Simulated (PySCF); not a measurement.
# Electron correlation in O⁺ (oxygen, charge +1)

[He] 2s2 2p2 3s1, high-spin 4P determinant (an excited configuration). All numbers are calculated (PySCF 2.14, no relativity, point nucleus, in dyall-av2z (11s7p2d, 42 functions)). Frozen: 1s2; 5 electrons correlated; the 8 highest virtual orbitals of each spin left out.

MP2 pair energies summed by pair of shells (mhartree):

| pair | energy | share (%) |
| --- | --- | --- |
| 2s-2p | -38.27 | 50.2 |
| 2s-2s | -21.35 | 28.0 |
| 2s-3s | -7.08 | 9.3 |
| 2p-2p | -6.26 | 8.2 |
| 2p-3s | -3.30 | 4.3 |

Total MP2 correlation energy: -76.27 mhartree.

Same-spin part -15.50 and opposite-spin part -60.77 mhartree; SCS-MP2 scales them by 1/3 and 6/5 to -78.09 mhartree.
